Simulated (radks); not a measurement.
All-electron atom: Re XLVII in [Ar] 3d10 4s1.

All-electron calculation, scalar-relativistic Kohn-Sham, PBEsol, spin-polarised, spherical densities, finite nucleus; open shells are filled with parallel spins first (spin-orbit coupling, left out, can overturn this in heavy ions); Fermi nuclear charge, rms radius 5.3698 fm. Program: a radial shooting solver on a logarithmic mesh with Libxc functionals.

Energy parts (eV):
| part | energy |
|---|---|
| total | -413672.03 |
| kinetic | 460625.28 |
| electron-nucleus | -945790.00 |
| Hartree | 77956.68 |
| exchange-correlation | -6463.99 |

Orbitals (lengths in bohr, moments of r in powers of bohr; <r^-3> diverges for s and p1/2; r(90%) holds 90 % of the orbital's charge):
orbital  occ.  eigenvalue (eV)  r(90%)  <r^-3>      <r^2>
1s up       1        -73976.18  0.0329       -  0.0004481
1s down     1        -73974.89  0.0329       -  0.0004481
2s up       1        -14736.32   0.118       -   0.006851
2s down     1        -14735.49   0.118       -   0.006851
2p up       3        -13166.27   0.111   20890   0.005677
2p down     3        -13165.46   0.111   20890   0.005677
3s up       1        -5076.707   0.283       -    0.04288
3s down     1        -5075.186   0.283       -    0.04285
3p up       3        -4610.847   0.288    4905    0.04316
3p down     3        -4609.254   0.287    4908    0.04311
3d up       5        -4102.296   0.268   631.3    0.03516
3d down     5        -4100.928   0.268   631.8    0.03511
4s up       1        -2498.462   0.540       -     0.1649
4s down     0        -2489.766   0.540       -     0.1647

The highest occupied level is 4s up at -2498.5 eV. Spin moment in Bohr magnetons: 1. The electron density at the nucleus is 1.645e+06 e/bohr^3 (large components only).
